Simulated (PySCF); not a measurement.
FOS (SMILES O=[S]F), doublet, at a GFN2-xTB geometry, with bond 1-2 at 1.25 times its length; B3LYP/6-31G (PySCF).

Here is a job for PySCF.
```python
from pyscf import gto, scf, dft

mol = gto.Mole()
mol.atom = '''
    O    -1.458715   -0.755941    0.035767
    S    -0.140285    0.464799    0.000719
    F     1.311644   -0.371382   -0.026840
'''
mol.basis = '6-31g'
mol.charge = 0
mol.spin = 1
mol.verbose = 4
mol.build()

mf = dft.UKS(mol)
mf.xc = 'b3lyp'
mf.kernel()
mo_i, mo_e, stable_i, stable_e = mf.stability(internal=True, external=False, return_status=True, nroots=6, tol=1e-6)
print('internally stable:', stable_i, ' externally stable:', stable_e)
if not stable_i:
    umf = mf.copy()
    umf.scf_summary = {}
    umf.kernel(umf.make_rdm1(mo_i, mf.mo_occ))
```

### Question
Predict the main parts of the log of this PySCF run.

### Answer

```
PySCF version 2.14.0

[INPUT] verbose = 4
[INPUT] num. atoms = 3
[INPUT] num. electrons = 33
[INPUT] charge = 0
[INPUT] spin (= nelec alpha-beta = 2S) = 1
[INPUT] symmetry False subgroup None
[INPUT] Mole.unit = angstrom
[INPUT] Symbol           X                Y                Z      unit          X                Y                Z       unit  Magmom
[INPUT]  1 O     -1.458715000000  -0.755941000000   0.035767000000 AA   -2.756571843795  -1.428521456330   0.067589834297 Bohr   0.0
[INPUT]  2 S     -0.140285000000   0.464799000000   0.000719000000 AA   -0.265100229385   0.878342812972   0.001358713084 Bohr   0.0
[INPUT]  3 F      1.311644000000  -0.371382000000  -0.026840000000 AA    2.478647932929  -0.701810267593  -0.050720249183 Bohr   0.0

nuclear repulsion = 96.7831048171802
number of shells = 17
number of NR pGTOs = 90
number of NR cGTOs = 31
basis = 6-31g
ecp = {}

******** <class 'pyscf.dft.uks.UKS'> ********
method = UKS
initial guess = minao
damping factor = 0
level_shift factor = 0
DIIS = <class 'pyscf.scf.diis.CDIIS'>
diis_start_cycle = 1
diis_space = 8
diis_damp = 0
SCF conv_tol = 1e-09
SCF conv_tol_grad = None
SCF max_cycles = 50
direct_scf = True
direct_scf_tol = 1e-13
number electrons alpha = 17  beta = 16
XC library pyscf.dft.libxc version 7.1.2
    S. Lehtola, C. Steigemann, M. J. T. Oliveira, and M. A. L. Marques,  SoftwareX 7, 1–5 (2018)
XC functionals = b3lyp
    P. J. Stephens, F. J. Devlin, C. F. Chabalowski, and M. J. Frisch,  J. Phys. Chem. 98, 11623 (1994)
radial grids:
    Treutler-Ahlrichs [JCP 102, 346 (1995); DOI:10.1063/1.469408] (M4) radial grids

becke partition: Becke, JCP 88, 2547 (1988); DOI:10.1063/1.454033
pruning grids: <function nwchem_prune>
grids dens level: 3
symmetrized grids: False
atomic radii adjust function: <function treutler_atomic_radii_adjust>
small_rho_cutoff = 0
Set gradient conv threshold to 3.16228e-05
tot grids = 47224
init E= -573.162450364881

cycle= 1 E= -572.721180047915  delta_E= 0.441  |g|= 0.791  |ddm|=  1.5
cycle= 2 E= -569.356808330952  delta_E= 3.36  |g|= 1.96  |ddm|=    3
cycle= 3 E= -572.2706701131  delta_E= -2.91  |g|= 1.37  |ddm|= 2.89
cycle= 4 E= -572.96223126851  delta_E= -0.692  |g|= 0.434  |ddm|= 0.733
cycle= 5 E= -573.040556981784  delta_E= -0.0783  |g|= 0.224  |ddm|= 0.237
cycle= 6 E= -573.064014352449  delta_E= -0.0235  |g|= 0.0812  |ddm|= 0.183
cycle= 7 E= -573.068562727927  delta_E= -0.00455  |g|= 0.0209  |ddm|= 0.0993
cycle= 8 E= -573.068968435119  delta_E= -0.000406  |g|= 0.00926  |ddm|= 0.0494
cycle= 9 E= -573.06898197757  delta_E= -1.35e-05  |g|= 0.0095  |ddm|= 0.00835
cycle= 10 E= -573.069015286972  delta_E= -3.33e-05  |g|= 0.00625  |ddm|= 0.00735
cycle= 11 E= -573.069037668165  delta_E= -2.24e-05  |g|= 0.000212  |ddm|= 0.00963
cycle= 12 E= -573.069037732055  delta_E= -6.39e-08  |g|= 6.88e-05  |ddm|= 0.000545
cycle= 13 E= -573.069037742054  delta_E= -1e-08  |g|= 4.38e-05  |ddm|= 0.000248
cycle= 14 E= -573.069037744113  delta_E= -2.06e-09  |g|= 1.12e-05  |ddm|= 0.000123
cycle= 15 E= -573.069037744217  delta_E= -1.04e-10  |g|= 8.71e-07  |ddm|= 2.25e-05
Extra cycle  E= -573.069037744218  delta_E= -1.59e-12  |g|= 8.07e-07  |ddm|= 2.52e-06
converged SCF energy = -573.069037744218  <S^2> = 0.75496311  2S+1 = 2.004957
uhf_internal: lowest eigs of H = [0.10244679 0.18272325 0.23157321 0.24283965 0.25093444 0.29164629]
<class 'pyscf.dft.uks.UKS'> wavefunction is stable in the internal stability analysis
internally stable: True  externally stable: None
```
